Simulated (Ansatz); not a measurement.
# Abstraction of H: GeH4 + CHF2O → GeH3 + CH2F2O

Species: GeH4 (germane) `[GeH4]`, singlet; CHF2O `[O]C(F)F`, doublet; GeH3 `[GeH3]`, doublet; CH2F2O `OC(F)F`, singlet. A radical takes H: the energy is the difference in strength between the Ge–H bond broken and the O–H bond made.

Shapes, held fixed at every level: PBE0-D4/def2-TZVP. Flexible molecules stand in one conformer, not always the lowest. Programs: Ansatz 0.2.0. The zero-point and thermal change to 298 K, harmonic and unscaled (PBE0-D4/def2-TZVP), is +12.4 kJ/mol.

```tsv
level	kind	ΔH(298 K) (kJ/mol)	less CCSD(T)/def2-TZVPP	CPU time (sum over the molecules)
HF/def2-SVP	Hartree–Fock	-66.2	+52.3	–
SPW92/def2-TZVPP	LDA	-134.1	-15.6	5 s
B3LYP-D4/def2-TZVPP	global hybrid	-108.3	+10.2	14 s
BHLYP-D4/def2-TZVPP	global hybrid	-99.4	+19.1	13 s
PBE0-D4/def2-TZVPP	global hybrid	-113.6	+4.9	13 s
wB97X-V/def2-TZVPP	range-separated hybrid	-106.0	+12.5	33 s
B2PLYP/def2-TZVPP	double hybrid	-117.7	+0.8	16 s
CCSD(T)/def2-TZVPP	coupled cluster or CI	-118.5	0.0	1.9 min
```

The highest level, CCSD(T)/def2-TZVPP, gives ΔH(298 K) = -118.5 kJ/mol; the levels span -134.1 to -66.2. The column of differences is taken from that level and isn't an error. No measured value is set beside it here. Open shells run unrestricted unless RO is named. Relativity is left out for Ge unless named. Correlated rows may include outer-core shells of Ge, which these sets cover unevenly. Times are processor times on shared x86 and Arm servers, and rough.
